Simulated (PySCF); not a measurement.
Gas-phase reaction: Ge2O2 + 4 FO = 2 GeO2 + 2 F2O

Method: PySCF energies plus ideal-gas RRHO corrections (1 bar). † marks an energy on the PBE0/def2-TZVP geometry and frequencies; other levels use their own. 6-31G* has spherical d functions here. Open shells (unrestricted): FO (multiplicity 2); the rest are closed-shell singlets. Spin-orbit splitting is ignored; it lowers the true energy and changes the entropy of FO. Ge: all electrons, no relativistic terms. Ge2O2, GeO2: computed as isolated molecules; such fragments, hydroxides, amides, oligomers or adducts are transient or little studied in the gas.

HF/6-31G* gives ΔH°(298 K) = 306 kJ.

What do ωB97M-V/def2-TZVP†, PBE/def2-SVP, PBE0/def2-QZVP† give?

ωB97M-V/def2-TZVP†: -206 kJ; PBE/def2-SVP: -280 kJ; PBE0/def2-QZVP†: -214 kJ. For scale, ΔH°(298 K) is 306 kJ at this level, -206 kJ at ωB97M-V/def2-TZVP†, and runs from -828 to 306 kJ over the 20 levels computed († marks an energy on the PBE0/def2-TZVP geometry).
